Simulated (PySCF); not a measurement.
One of the candidates below gave these computed data.

All candidates are C9H7NSi.

| technique | computed result |
| --- | --- |
| UV, first state | lowest singlet excitation: 4.39 eV (282 nm, f = 0.223) [TDDFT CAM-B3LYP/def2-SVPD] |
| Polarisability | 136.8 au [CAM-B3LYP/def2-SVPD] |
| Triplet | lowest triplet excitation (Tamm–Dancoff): 2.90 eV [TDA CAM-B3LYP/def2-SVPD] |
| NMR, other nuclei | isotropic shieldings of nuclei other than C and H, by class: -35 (1 N), 395 (1 Si) ppm [GIAO KT2/pcSseg-2] |
| Rotational structure | rotational constants A, B, C: 2.454, 0.612, 0.492 GHz [PBE0-D3(BJ)/def2-SVP] |
| 13C NMR | chemical shifts (computed TMS as zero) by class: 154.1 (1 C), 152.2 (1 C), 136.4 (1 C), 133.9 (1 C), 132.5 (1 C), 130.1 (1 C), 123.3 (1 C), 117.9 (1 C), 111.5 (1 C) ppm [GIAO KT2/pcSseg-2] |
| UV, strongest line | among the 10 lowest singlet transitions: S3 at 5.80 eV (214 nm, f = 0.431) [TDDFT CAM-B3LYP/def2-SVPD] |

Electronic properties: PySCF, gas phase, density fitting. Levels stand in brackets. Geometry: PBE0-D3(BJ)/def2-SVP; no solvent, vibrations or thermal averaging. NMR values are class means; diastereotopic atoms form classes of their own.

**Question.** Which candidate is it?
A. `N#Cc1ccc2c(c1)[SiH2]C=C2`
B. `N#Cc1cccc2c1[SiH2]C=C2`
C. `N#Cc1cccc2c1C=C[SiH2]2`

**Answer.** A. It is `N#Cc1ccc2c(c1)[SiH2]C=C2`. Numbering: `[N:1]#[C:2][c:3]1[cH:4][cH:5][c:6]2[c:7]([cH:8]1)[SiH2:9][CH:10]=[CH:11]2`. Its formula, C9H7NSi, gives 8 degrees of unsaturation: 2 rings and 6 π bonds in the structure found (Kekulé form). 9 carbons fall into 9 classes; from least to most shielded: alkene CH carbon [C11] (154.1 ppm), substituted aromatic carbon [C6] (152.2 ppm), aromatic CH carbon [C8] (136.4 ppm), aromatic CH carbon [C4] (133.9 ppm), substituted aromatic carbon [C7] (132.5 ppm), alkene CH carbon [C10] (130.1 ppm), aromatic CH carbon [C5] (123.3 ppm), nitrile carbon [C2] (117.9 ppm), substituted aromatic carbon [C3] (111.5 ppm). The other shieldings belong to: -35 ppm, nitrile nitrogen [N1]; 395 ppm, SiH2 silicon [Si9]. The optimised geometry has point group Cs and is an asymmetric top.

The others, at the same levels:
- `N#Cc1cccc2c1C=C[SiH2]2` fails: its computed static isotropic polarisability is 133.7 au (against 136.8 au), rotational constant A is 1.571 GHz (against 2.454 GHz) and smallest rotational constant is 0.567 GHz (against 0.492 GHz).
- `N#Cc1cccc2c1[SiH2]C=C2` fails: its computed 13C shifts are 153.3 (1 C), 150.9 (1 C), 138.9 (1 C), 129.8 (1 C), 129.2 (1 C), 128.2 (1 C), 125.2 (1 C), 118.3 (1 C), 117.7 (1 C) ppm, static isotropic polarisability is 132.1 au (against 136.8 au) and rotational constant A is 1.363 GHz (against 2.454 GHz).
